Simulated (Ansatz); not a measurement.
Wavefunction ladder for C2H9NSSi (`CNC([SiH3])S`)

Z-matrix (Å, degrees):
```
C
N 1 1.449
H 1 1.092 2 110.1
H 1 1.102 2 113.6 3 -120.8
H 1 1.091 2 109.3 3 117.9
C 2 1.451 1 113.3 3 65.6
H 2 1.014 1 110.4 3 -172.2
S 6 1.808 2 111.3 1 158.5
Si 6 1.896 2 112.5 1 -80.4
H 6 1.106 2 113.0 1 43.9
H 8 1.345 6 96.8 2 67.0
H 9 1.485 6 108.0 2 -69.2
H 9 1.490 6 111.9 2 50.6
H 9 1.485 6 109.2 2 170.8
```

Charge 0, multiplicity 1. The geometry is a stationary point of PBE0-D4/def2-TZVP. It is one conformer, not always the lowest. Frozen core, restricted reference, Ansatz. CBS rows extrapolate triple and quadruple zeta; past MP2 they add the triple-zeta difference.

```json
{"basis": "def2-TZVPP", "HF (Eh)": "-821.93766", "MP2 corr.": "-0.87386"}
{"basis": "def2-QZVPP", "HF (Eh)": "-821.96464", "MP2 corr.": "-0.93615"}
```

Estimate the CCSD correlation energy and the (T) correction in each basis where they were run (hartree).


```csv
basis,CCSD corr.,(T)
def2-TZVPP,-0.93727,-0.03884
CBS(def2),-1.04570,as TZ
```
